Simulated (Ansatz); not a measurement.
```xyz
10

C     0.453    0.510    1.302
Ge   -0.145   -0.659   -0.122
O    -1.856   -0.219   -0.361
Te    1.163   -0.367   -2.308
H     0.385    1.547    0.974
H     1.486    0.283    1.567
H    -0.187    0.369    2.174
H    -0.025   -2.163    0.207
H    -2.213   -0.576   -1.177
H     0.940    1.275   -2.256
```

Charge 0, multiplicity 1. Te takes the def2 core potential.

Question: List the r2SCAN/def2-TZVPP orbital energies in eV (Ansatz). (Estimate.)

Answer: Ansatz gave: Occupied: -10834.76, -1349.79, -1199.86, -1199.83, -1199.82, -515.61, -273.18, -168.68, -168.03, -117.84, -117.78, -117.75, -117.71, -117.66, -117.56, -41.71, -41.66, -41.49, -41.42, -41.39, -31.16, -31.02, -30.98, -30.93, -30.93, -25.66, -18.52, -16.47, -13.74, -11.70, -10.66, -10.41, -9.20, -8.89, -8.76, -7.64, -6.95, -5.75. Lowest empty: -1.27, -0.44, 0.07, 0.95, 1.41, 1.94, 2.67, 3.02.
